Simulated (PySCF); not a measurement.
# Radial density of As²⁺ (arsenic, charge +2)

UHF, [Ar] 3d10 4s2 4p1, 2P determinant. Calculation: PySCF 2.14, in def2-TZVP (6s5p4d1f, 48 functions); the non-relativistic Hamiltonian (point nucleus).

```tsv
r (bohr)	4πr²ρ (e/bohr)	4πr²(ρα − ρβ)
0.000642	0.1224	0.0000
0.00108	0.3374	0.0000
0.00182	0.9072	0.0000
0.00305	2.368	0.0000
0.00514	5.836	0.0000
0.00864	13.12	0.0000
0.0145	25.23	0.0002
0.0244	37.63	0.0018
0.0411	38.77	0.0085
0.0692	32.66	0.0262
0.116	43.80	0.0364
0.196	40.22	-0.0043
0.329	24.61	0.0361
0.554	30.05	0.0554
0.931	10.70	0.0430
1.57	2.665	0.5158
2.63	0.8345	0.3529
4.43	0.03967	0.0235
7.45	0.0001201	0.0001
```

**Question.** Where is the radial spin density 4πr²(ρα − ρβ) most negative, and why is it negative at all?

**Answer.** Around r = 0.196 bohr, down to -0.0043 e/bohr: exchange with the open shell polarises the paired shells in an unrestricted calculation.
